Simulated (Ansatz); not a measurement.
Geometry optimisation, RKS r2SCAN-D4/def2-SVP in Ansatz 0.2.0.

input.yaml

```yaml
crystal:
  periodic: [false, false, false]
  atoms:
    - { symbol: B, position_ang: [0.034557, -0.537517, 0.226541] }
    - { symbol: O, position_ang: [-0.274697, -0.584673, 1.584437] }
    - { symbol: H, position_ang: [-1.212278, -0.730363, 1.745165] }
    - { symbol: O, position_ang: [1.362119, -0.451466, -0.073884] }
    - { symbol: H, position_ang: [1.48098, -0.386833, -1.028853] }
    - { symbol: O, position_ang: [-0.869335, -0.685823, -0.796656] }
    - { symbol: H, position_ang: [-1.78472, -0.532323, -0.543768] }
    - { symbol: "N", position_ang: [-0.044089, 2.174, 0.686222] }
    - { symbol: H, position_ang: [0.91769, 2.36164, 0.400281] }
    - { symbol: H, position_ang: [-0.428816, 3.074182, 0.976316] }
    - { symbol: H, position_ang: [0.04839, 1.603974, 1.549797] }
basis:
  gaussian: { orbitals: def2-SVP }
hamiltonian:
  xc: r2scan
  dispersion: d4
relax:
  f_tol: 0.03
  max_steps: 50
output:
  orbitals: {}
```

Launched with:

```bash
$ ansatz run input.yaml --threads 4 --pin off --max-ram 5120MiB --backend cpu --events-out ev --progress --plain --runs-dir out
```

Q: Where does it end, and by what steps?

A: The run converged. After 16 steps the energy has fallen by 0.039 eV; H11 moved furthest, 0.64 Å.

```json
{"step": "0", "energy less start (eV)": "0.0000", "largest force component (eV/Å)": "0.550", "accepted": "yes"}
{"step": "1", "energy less start (eV)": "-0.0168", "largest force component (eV/Å)": "0.389", "accepted": "yes"}
{"step": "2", "energy less start (eV)": "-0.0210", "largest force component (eV/Å)": "0.259", "accepted": "yes"}
{"step": "3", "energy less start (eV)": "-0.0236", "largest force component (eV/Å)": "0.202", "accepted": "yes"}
{"step": "4", "energy less start (eV)": "-0.0202", "largest force component (eV/Å)": "0.578", "accepted": "no"}
{"step": "5", "energy less start (eV)": "-0.0263", "largest force component (eV/Å)": "0.098", "accepted": "yes"}
{"step": "6", "energy less start (eV)": "-0.0297", "largest force component (eV/Å)": "0.065", "accepted": "yes"}
{"step": "7", "energy less start (eV)": "-0.0278", "largest force component (eV/Å)": "0.499", "accepted": "no"}
{"step": "8", "energy less start (eV)": "-0.0308", "largest force component (eV/Å)": "0.098", "accepted": "yes"}
{"step": "9", "energy less start (eV)": "-0.0337", "largest force component (eV/Å)": "0.092", "accepted": "yes"}
{"step": "10", "energy less start (eV)": "-0.0336", "largest force component (eV/Å)": "0.324", "accepted": "no"}
{"step": "11", "energy less start (eV)": "-0.0356", "largest force component (eV/Å)": "0.041", "accepted": "yes"}
{"step": "12", "energy less start (eV)": "-0.0367", "largest force component (eV/Å)": "0.086", "accepted": "yes"}
{"step": "13", "energy less start (eV)": "-0.0369", "largest force component (eV/Å)": "0.244", "accepted": "yes"}
{"step": "14", "energy less start (eV)": "-0.0379", "largest force component (eV/Å)": "0.125", "accepted": "yes"}
{"step": "15", "energy less start (eV)": "-0.0386", "largest force component (eV/Å)": "0.032", "accepted": "yes"}
{"step": "16", "energy less start (eV)": "-0.0389", "largest force component (eV/Å)": "0.007", "accepted": "yes"}
```

```xyz
11
Properties=species:S:1:pos:R:3
B 0.056 -0.559 0.182
O -0.208 -0.740 1.515
H -1.148 -0.739 1.720
O 1.374 -0.388 -0.152
H 1.464 -0.313 -1.109
O -0.863 -0.620 -0.838
H -1.780 -0.605 -0.549
N -0.152 2.164 0.871
H 0.763 1.824 0.566
H -0.175 3.155 0.629
H -0.102 2.125 1.890
```

Time of the run: 28 s on 4 threads of Arm Neoverse V1, with other jobs on the host, peak memory 0.16 GiB.
